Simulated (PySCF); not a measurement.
Run record: geometry optimisation, `C#C[Si@@H]1C=C(Cl)S1`.

Computed with PBE0-D3(BJ)/def2-SVP geometry optimisation, gas phase (PySCF 2.14.0). Start geometry: GFN2-xTB. The command runs a driver script over a list of jobs; the input below is this job's line of settings and its coordinates in Å.

Command:
```bash
OMP_NUM_THREADS=1 python probes_run.py task.json out
```

Input:
```
{"job": {"xc": "PBE0", "basis": "def2-SVP", "d3": "d3bj", "grid": 1, "shake": 0.01, "kind": "geom"}, "charge": 0, "multiplicity": 1}
C      2.917240     0.181870    -0.229660
C      1.820830    -0.162450     0.174500
Si     0.163280    -0.696540     0.800520
C     -1.262650    -0.389550    -0.298200
C     -1.835130     0.626970     0.378210
Cl    -3.254360     1.505980     0.026100
S     -0.841120     1.022360     1.798170
H      3.847030     0.534020    -0.599960
H      0.196990    -1.820370     1.742000
H     -1.701660    -0.823230    -1.183980
```

Output:
```
step   0  E = -1300.97664033  max force = 0.029515
step   1  E = -1300.98135026  max force = 0.009329
step   2  E = -1300.98155355  max force = 0.005135
step   3  E = -1300.98198750  max force = 0.001832
step   4  E = -1300.98202972  max force = 0.000766
step   5  E = -1300.98204571  max force = 0.000399
step   6  E = -1300.98204857  max force = 0.000290
optimisation converged
```

Energies in Eh; «max force» is the largest Cartesian gradient component in Eh/bohr.

**Question.** Give the first gradient maximum in eV/Å.

**Answer.** With 1 Eh/bohr = 51.422 eV/Å, 1.518 eV/Å.

**Question.** How much energy does the optimisation release, in kcal/mol?

**Answer.** E(step 0) − E(last step) = 0.005408 Eh, which is 3.4 kcal/mol.

Summary of the converged run: final energy -1300.98205 Eh after 6 steps; dipole 2.28 D.

**Question.** Where do the atoms end?

**Answer.** 0.077 Å rms from the input after alignment:
```
atom  x, y, z in Å
C1     2.8986    0.2538   -0.2797
C2     1.8121   -0.0730    0.1603
Si3    0.1891   -0.5653    0.8240
C4    -1.2764   -0.4346   -0.2914
C5    -1.8489    0.5534    0.4273
Cl6   -3.3485    1.3295    0.1278
S7    -0.8737    1.0549    1.8424
H8     3.8579    0.5451   -0.6709
H9     0.3317   -1.7856    1.6588
H10   -1.6828   -0.8977   -1.1892
```

Hardware: one thread, Arm Neoverse V2 (aarch64), no GPU, shared host. Cost: 46 s wall, 0.53 GiB resident at most.
Labels such as C1 count atoms from 1, the log's own numbers from 0.
